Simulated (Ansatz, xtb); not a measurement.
Cl2H2MgO2Sn: which of two structures lies lower

We compare a, a singlet given by its coordinates, with b, a singlet given by its coordinates. Both are isolated molecules in the gas phase, relaxed with r2SCAN-D4/def2-SVP.

a (Å):

```yaml
atoms:
  - { symbol: Cl, position_ang: [-0.4580, 3.1769, 2.3669] }
  - { symbol: Cl, position_ang: [-2.4067, 0.3134, -0.1410] }
  - { symbol: Mg, position_ang: [-0.5996, 1.1270, 1.5145] }
  - { symbol: O, position_ang: [-0.8607, -0.7021, 2.3035] }
  - { symbol: O, position_ang: [0.6018, 0.0054, 0.3593] }
  - { symbol: Sn, position_ang: [-0.7842, -1.6066, 0.3810] }
  - { symbol: H, position_ang: [-1.5209, -1.0001, 2.9423] }
  - { symbol: H, position_ang: [1.0436, 0.2404, -0.4668] }
```

Close contacts (Å): Cl1–Mg3 2.22, Cl2–Mg3 2.58, Cl2–Sn6 2.57, Mg3–O4 2.01, Mg3–O5 2.01, Mg3–Sn6 2.97, O4–Sn6 2.13, O5–Sn6 2.13, O4–H7 0.97, O5–H8 0.97.

b (Å):

```
atom    x (Å)    y (Å)    z (Å)
  Cl  -1.0150   2.3065  -0.8759
  Cl   0.0084  -0.5840  -2.3475
  Mg  -0.4111   0.0049   0.0803
   O  -1.1678  -0.8678   1.4486
   O   1.4643   0.6928  -0.1115
  Sn   1.1782   1.6406  -1.9995
   H  -1.9533  -1.2473   1.8376
   H   1.9862   1.1420   0.5676
```

Close contacts (Å): Cl1–Mg3 2.56, Cl1–Sn6 2.55, Cl2–Mg3 2.53, Cl2–Sn6 2.54, Mg3–O4 1.79, Mg3–O5 2.01, Mg3–Sn6 3.09, O5–Sn6 2.13, O4–H7 0.96, O5–H8 0.97.

Energies in hartree; the thermal terms are from r2SCAN-D4/def2-SVP harmonic frequencies (ideal gas, rigid rotor, one conformer each, 298.15 K, 1 atm) and include the zero-point energy:

```
                               a            b
E, CCSD(T)/def2-SVP  −1483.510450  −1483.483562
    E, MP2/def2-SVP  −1483.452610  −1483.425832
  E, MP2/def2-TZVPP  −1484.627328  −1484.604889
  zero-point energy      0.031175      0.029253
       H(298 K) − E      0.041298      0.040458
       G(298 K) − E     −0.005014     −0.007896
```

Correct the CCSD(T) difference for the basis set by the MP2 change, then work out ΔE, ΔE₀, ΔH and ΔG for a → b in kcal/mol (1 Eh = 627.51 kcal/mol) and the equilibrium ratio [b]/[a].

1. Differences b − a: CCSD(T) +0.026888, MP2 in the small set +0.026778, MP2 in the large set +0.022439 Eh.
2. ΔE = +0.026888 + (+0.022439 − (+0.026778)) = +0.022549 Eh = +14.15 kcal/mol.
3. ΔE₀ = ΔE + ΔZPE = +0.022549 + (−0.001922) Eh = +12.94 kcal/mol.
4. ΔH = ΔE + (−0.000840) Eh = +13.62 kcal/mol.
5. ΔG = ΔE + (−0.002882) Eh = +12.34 kcal/mol, so ΔS = (ΔH − ΔG)/T = +18.0 J/(mol K).
6. kT = 0.9442 mEh, so K = [b]/[a] = exp(−ΔG/kT) = exp(−20.83) ≈ 9.0 × 10^−10.

Structure a is favoured at this temperature. An error of 1 kcal/mol in ΔG would change K by a factor of 5.4. Mirror images and further conformers aren't counted.

Other levels gave ΔE = +15.2 (r2SCAN-D4/def2-SVP); +18.0 (HF/def2-SVP); +16.8 (MP2/def2-SVP); +16.9 (CCSD(T)/def2-SVP) kcal/mol. The correlated steps freeze 17 core orbitals; the filled d shell of Sn is correlated; the last core shell of Mg is correlated, in a basis made for valence electrons. Atoms past krypton carry core potentials in the def2 sets, without spin–orbit terms. Programs: Ansatz 0.2.0.
